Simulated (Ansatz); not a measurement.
`C[O][In]([F])[Cl]` + HCl → `[F][In]([Cl])[Cl]` + CH₃OH at 298.15 K and 1 bar (ligand exchange at the In–O bond).

Program: Ansatz. Geometries: PBE0-D4/def2-TZVP. ΔE: electronic, gas phase. CBS: MP2 limit from def2 TZ/QZ plus the TZ coupled-cluster correction, frozen cores. This one scheme is used for every species. Elements past krypton have def2 core potentials. For In outer-core shells are correlated without core-valence functions, which leaves a few kJ/mol of doubt a bond. One conformer a species, not always the lowest.

```
            species  CCSD(T)/CBS energy (Eh)  H − E (kJ/mol)  S (J/(mol·K))
`C[O][In]([F])[Cl]`               -864.49222           138.7          393.1
                HCl               -460.38127            26.6          186.8
`[F][In]([Cl])[Cl]`              -1209.28900            27.9          339.6
              CH₃OH               -115.61712           146.3          238.2
```

H − E and S are ideal-gas, rigid-rotor, harmonic terms from PBE0-D4/def2-TZVP, for one conformer and one mirror image of each species. 1 Eh = 2625.50 kJ/mol, R = 8.31446 J/(mol·K).

Task: By hand: ΔE, ΔH, ΔS and ΔG.

Result: ΔE = (-1209.28900) + (-115.61712) − (-864.49222) − (-460.38127) = -0.03263 Eh = -85.7 kJ/mol. Δ(H − E) = 27.9 + 146.3 − 138.7 − 26.6 = 8.9, so ΔH = -76.8 kJ/mol. ΔS = 339.6 + 238.2 − 393.1 − 186.8 = -2.1 J/(mol·K). ΔG = -76.8 − 298.15 × (-2.1)/1000 = -76.2 kJ/mol.

Task: By hand: the equilibrium constant, and the temperature at which ΔG would vanish if ΔH and ΔS stayed fixed.

Result: log₁₀ K = −ΔG/(RT ln 10) = 13.3. ΔG = 0 at ΔH/ΔS = 36571 K, far beyond where these terms or the molecules hold.

The number of gas molecules stays the same, so ΔS is small and ΔH decides. A doubt of 5 kJ/mol in ΔE shifts log₁₀ K by 0.9 here. Other conformers and mirror images would add mixing entropy, several J/(mol·K) or more a flexible species. Modes under 60 cm⁻¹, often nearly free rotors, make the harmonic entropy too high. These are equilibria of isolated gas molecules and say nothing of rates. Largest T1 diagnostic: 0.016 (customary marks: 0.02 for closed shells, 0.045 for open ones).
